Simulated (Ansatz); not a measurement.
Input (CCSDT(Q)/cc-pV(D+d)Z; Ansatz, a quantum-chemistry and plane-wave program): A basis named .json is the Basis Set Exchange file of that set.

Ansatz 0.2 input:
```yaml
crystal:
  periodic: [false, false, false]
  atoms:
    - {symbol: S, position_ang: [-1.05167110, 0.03154824, 0.73066151]}
    - {symbol: S, position_ang: [1.05167110, -0.03154824, -0.73066151]}
    - {symbol: H, position_ang: [-1.73759654, -0.02809151, -0.42250533]}
    - {symbol: H, position_ang: [1.73759654, 0.02809151, 0.42250533]}
basis:
  gaussian:
    orbitals: cc-pV_D+d_Z.json
magnetization: {spin_polarized: true, initial_magnetization: 2}
correlation: {method: ccsdt_q, electrons: outside_noble_gas}
```

Output:

```
Functional definition: HF
integrals: 0.06 GiB planned
1024 factors; integrals over basis functions are off by at most 2.1e-7 eV
mean field: 0.22 GiB planned
mean field evaluation 1: about -21663.5477 eV, gradient 8.3e0 eV
mean field evaluation 2: about -21663.5963 eV, gradient 8.3e0 eV
mean field evaluation 4: about -21664.2956 eV, gradient 1.1e0 eV
mean field evaluation 8: about -21664.3128 eV, gradient 4.9e-4 eV
mean field evaluation 16: about -21664.3128 eV, gradient 9.6e-4 eV
mean field evaluation 32: about -21664.6999 eV, gradient 2.6e-1 eV
mean field evaluation 64: about -21664.3128 eV, gradient 4.5e-4 eV
mean field evaluation 96: about -21664.3461 eV, gradient 1.7e0 eV
mean field evaluation 128: about -21664.6977 eV, gradient 1.8e-1 eV
mean field evaluation 160: about -21664.7030 eV, gradient 9.9e-3 eV
mean field evaluation 192: about -21662.9607 eV, gradient 6.4e-2 eV
mean field evaluation 224: about -21663.7435 eV, gradient 7.4e-4 eV
mean field evaluation 256: about -21662.5830 eV, gradient 2.7e0 eV
mean field evaluation 288: about -21662.9609 eV, gradient 2.3e-2 eV
mean field evaluation 320: about -21662.6365 eV, gradient 3.5e-3 eV
mean field -21664.70299124 eV, -796.1631500650 hartree, gradient 3.9e-6 eV, S^2 2.026493; 14 other end points of the search recorded, 0 dependent functions left out
determinant -21664.70299124 eV, -796.1631500650 hartree, with singles and doubles -21672.62562318 eV, -796.4543014185 hartree
determinant -21664.31281628 eV, -796.1488113998 hartree, with singles and doubles -21672.67991117 eV, -796.4562964655 hartree
determinant -21663.74349691 eV, -796.1278892987 hartree, with singles and doubles -21671.36399468 eV, -796.4079374264 hartree
determinant -21662.96093661 eV, -796.0991307383 hartree, with singles and doubles -21670.60591221 eV, -796.3800784094 hartree
determinant -21662.63648723 eV, -796.0872074432 hartree, with singles and doubles -21671.26299765 eV, -796.4042258539 hartree
determinant -21664.70299124 eV, -796.1631500650 hartree, with singles and doubles -21672.64957046 eV, -796.4551814647 hartree
determinant -21664.31281628 eV, -796.1488113998 hartree, with singles and doubles -21672.68000822 eV, -796.4563000318 hartree
10 core orbitals not correlated
reference -21664.31281628 eV, -796.1488113998 hartree; 8, 6 occupied and 38, 40 virtual orbitals, 1024 factors
second order -7.34612190 eV of doubles, -0.00000000 eV of singles
coupled cluster: 1.41 GiB planned
coupled cluster: 2.17 GiB planned
cycle   1  -7.84075008 eV  change    -1.2e0 eV  update   9.2e-2
cycle   2  -8.60793416 eV  change   -7.7e-1 eV  update   4.8e-2
cycle   3  -8.71465010 eV  change   -1.1e-1 eV  update   2.1e-2
cycle   4  -8.75064746 eV  change   -3.6e-2 eV  update   1.2e-2
cycle   5  -8.75967915 eV  change   -9.0e-3 eV  update   5.5e-3
cycle   6  -8.75880435 eV  change    8.7e-4 eV  update   2.1e-3
cycle   7  -8.76178027 eV  change   -3.0e-3 eV  update   8.5e-4
cycle   8  -8.76209485 eV  change   -3.1e-4 eV  update   3.5e-4
cycle   9  -8.76145622 eV  change    6.4e-4 eV  update   1.7e-4
cycle  10  -8.76149060 eV  change   -3.4e-5 eV  update   8.8e-5
cycle  11  -8.76164912 eV  change   -1.6e-4 eV  update   4.7e-5
cycle  12  -8.76162419 eV  change    2.5e-5 eV  update   2.1e-5
cycle  13  -8.76159874 eV  change    2.5e-5 eV  update   1.1e-5
cycle  14  -8.76157882 eV  change    2.0e-5 eV  update   5.2e-6
cycle  15  -8.76158420 eV  change   -5.4e-6 eV  update   3.0e-6
cycle  16  -8.76158760 eV  change   -3.4e-6 eV  update   1.6e-6
cycle  17  -8.76158488 eV  change    2.7e-6 eV  update   7.3e-7
cycle  18  -8.76158351 eV  change    1.4e-6 eV  update   3.6e-7
cycle  19  -8.76158328 eV  change    2.2e-7 eV  update   2.0e-7
perturbative correction -0.03309533 eV, -0.0012162310 hartree
WARN: these amplitudes may be one of several solutions (largest doubles amplitude 0.24, level shift 3.13 eV)
Total energy: -21673.10749490 eV, -796.4720098776 hartree
```

The determinant is spin-contaminated: <S^2> is 2.04, 0.04 over the pure value. The run finds its determinant to be a saddle point of the SCF energy.

This triplet is an excited state, 2.4 eV above the singlet at CCSD(T)/cc-pV(Q+d)Z (Ansatz).

The run carries these doubts: other roots.
